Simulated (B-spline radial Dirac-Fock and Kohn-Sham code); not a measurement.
# Pr⁷⁺: input and output of one calculation

ΔSCF core binding energies without Breit or QED terms, calculated with a radial finite-basis atomic code. Keys: rel is the Hamiltonian (dirac, or spin-free x2c and nr, where L3 and M5 stand for the whole 2p and 3d shells), method is hf or an exchange,correlation pair (spin-unpolarised, also for the hole states), nuc the nuclear model, radius_factor scales its radius, rmax is the box in bohr, h the logarithmic mesh step, order the B-spline order, points the quadrature points per cell, c_factor scales the speed of light, and damp, ndamp, maxit and tol steer the iteration. The run stops when the commutator error falls below 10·tol·max(1, Z/10), or the numerical noise floor, and the energy has settled to about 1e-8 Ha; the virial ratio is −V/T.

Input (task.json):

```json
{"items": [{"Z": 59, "q": 7, "cfg": [[1, 0, 2], [2, 0, 2], [2, 1, 6], [3, 0, 2], [3, 1, 6], [3, 2, 10], [4, 0, 2], [4, 1, 6], [4, 2, 10], [4, 3, 1], [5, 0, 2], [5, 1, 3]], "A": 141, "rrms": 4.8919, "do": "settings", "holes": ["K", "L3", "M5"],
  "settings": [{"rel": "dirac", "method": "hf", "nuc": "fermi", "radius_factor": 1.0, "rmax": 45.0, "h": 1.3, "order": 8, "points": 10, "c_factor": 1.0, "maxit": 76, "damp": 0.5, "ndamp": 3, "tol": 1e-08}]}]}
```

Command: `python xray2_run.py task.json out`

Ground-state iterations:

```
iter   energy (Ha)        error
   1    -8476.25130563  5.90e+00
   2    -8549.91854680  3.30e+00
   3    -8559.75256968  9.37e-01
   4    -8560.81646653  2.82e-01
   5    -8560.93161609  1.46e-01
   6    -8560.94729576  1.38e-02
   7    -8560.94746011  1.44e-04
   8    -8560.94746012  7.75e-06
   9    -8560.94746012  5.69e-08
```

The ground state converged in 9 iterations, with total energy -8560.94746 Ha, virial ratio 1.77233 and highest orbital energy -85.13 eV. ΔSCF binding energies: K (1s) 40917.4 eV, L3 (2p3/2) 5883.2 eV, M5 (3d5/2) 1353.3 eV.

Q: One setting is unsound. Which, and why?

A: h is too large to resolve the orbitals. With the default settings (Dirac Hartree-Fock): The ground state converged in 10 iterations, with total energy -9226.73527 Ha, virial ratio 1.92972 and highest orbital energy -107.67 eV. ΔSCF binding energies: K (1s) 42265.4 eV, L3 (2p3/2) 6089.5 eV, M5 (3d5/2) 1045.5 eV.
